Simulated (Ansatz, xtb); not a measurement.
**Two isomers of C4H3BN2O**

Structure X: `Bc1cnc(C#N)o1`, a singlet. Structure Y: `Bc1ocnc1C#N`, a singlet. Both are isolated molecules in the gas phase, relaxed with B3LYP/def2-SVP; the shapes shown needn't be the lowest conformers.

X (Å):

```tsv
atom	x (Å)	y (Å)	z (Å)
C	-0.1929	-0.1957	-0.5450
C	0.2923	0.3041	0.6541
C	0.9991	-1.6702	0.5047
C	1.6276	-2.9358	0.7155
B	-1.0619	0.3939	-1.6507
N	1.0400	-0.6326	1.3038
N	2.1402	-3.9607	0.8925
O	0.2881	-1.4926	-0.6139
H	-1.3533	-0.2571	-2.6175
H	-1.4425	1.5279	-1.5210
H	0.1292	1.2991	1.0671
```

Y (Å):

| atom | x (Å) | y (Å) | z (Å) |
| --- | --- | --- | --- |
| C | -0.0882 | -0.3658 | -0.4265 |
| C | 0.1809 | 0.0814 | 1.6838 |
| C | 0.7739 | -1.2716 | 0.1874 |
| C | 1.4358 | -2.3800 | -0.4259 |
| B | -0.6190 | -0.2069 | -1.8490 |
| N | 0.9292 | -0.9701 | 1.5193 |
| N | 1.9693 | -3.2778 | -0.9308 |
| O | -0.4520 | 0.5004 | 0.5868 |
| H | -1.3741 | 0.6892 | -2.1134 |
| H | -0.2611 | -0.9960 | -2.6810 |
| H | 0.0205 | 0.6434 | 2.6037 |

Energies in hartree; the thermal terms are from GFN2-xTB frequencies at re-optimised GFN2-xTB minima (ideal gas, soft modes damped towards free rotors, one conformer each, 298.15 K, 1 atm) and include the zero-point energy:

|  | X | Y |
| --- | --- | --- |
| E, CCSD(T)/def2-SVP | −362.487377 | −362.492975 |
| E, MP2/def2-SVP | −362.413350 | −362.418503 |
| E, MP2/def2-TZVPP | −363.068220 | −363.073206 |
| zero-point energy | 0.066065 | 0.066170 |
| H(298 K) − E | 0.074082 | 0.074177 |
| G(298 K) − E | 0.034760 | 0.034857 |

Problem. Correct the CCSD(T) difference for the basis set by the MP2 change, then work out ΔE, ΔE₀, ΔH and ΔG for X → Y in kcal/mol (1 Eh = 627.51 kcal/mol) and the equilibrium ratio [Y]/[X].

Solution. 1. Differences Y − X: CCSD(T) −0.005598, MP2 in the small set −0.005153, MP2 in the large set −0.004986 Eh.
2. ΔE = −0.005598 + (−0.004986 − (−0.005153)) = −0.005431 Eh = −3.41 kcal/mol.
3. ΔE₀ = ΔE + ΔZPE = −0.005431 + (+0.000105) Eh = −3.34 kcal/mol.
4. ΔH = ΔE + (+0.000095) Eh = −3.35 kcal/mol.
5. ΔG = ΔE + (+0.000097) Eh = −3.35 kcal/mol, so ΔS = (ΔH − ΔG)/T = 0.0 J/(mol K).
6. kT = 0.9442 mEh, so K = [Y]/[X] = exp(−ΔG/kT) = exp(+5.65) ≈ 280.

Structure Y is favoured at this temperature. An error of 1 kcal/mol in ΔG would change K by a factor of 5.4. Mirror images and further conformers aren't counted.

As drawn, both hold the same kinds of bond in the same numbers.

Other levels gave ΔE = −2.5 (GFN2-xTB); −2.8 (HF/STO-3G, GFN2-xTB geometries); −3.1 (r2SCAN-D4/def2-SVP, GFN2-xTB geometries); −2.7 (B3LYP/def2-SVP); −4.3 (HF/def2-SVP); −3.2 (MP2/def2-SVP); −3.5 (CCSD(T)/def2-SVP) kcal/mol. The correlated steps freeze 8 core orbitals. Programs: Ansatz 0.2.0, xtb 6.7.1.
